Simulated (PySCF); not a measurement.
# How methods differ on the excitation energy of Ne⁺

Ne⁺ [He] 2s2 2p5 (2P) → Ne⁺ [He] 2s1 2p5 3s1 (4P), as a difference of total energies. Computed with PySCF 2.14 in aug-cc-pVDZ-DK (4s3p2d, 23 functions), with scalar relativity by spin-free X2C-1e. Correlated levels: valence: 1s2 frozen. The calculations carry no spin-orbit coupling.

```csv
method,excitation energy (eV)
UHF,53.049
MP2 (valence),52.602
SCS-MP2 (valence),52.415
CCSD (valence),52.527
CCSD(T) (valence),52.446
```

Problem. How much does correlation contribute at CCSD(T) (valence)?

Solution. 52.446 − (53.049) = -0.603 eV, measured against UHF.

The upper state lies above the first ionisation limit, where it may autoionise and the basis confines it. A Rydberg-like electron needs more diffuse functions than a valence basis has.

The promoted electron is Rydberg-like, and one or two diffuse shells describe it only roughly, which tends to raise the upper state.

The coupled-cluster amplitudes are large for the upper state (T1 above 0.03 or a double amplitude above 0.15), so a single reference is strained.
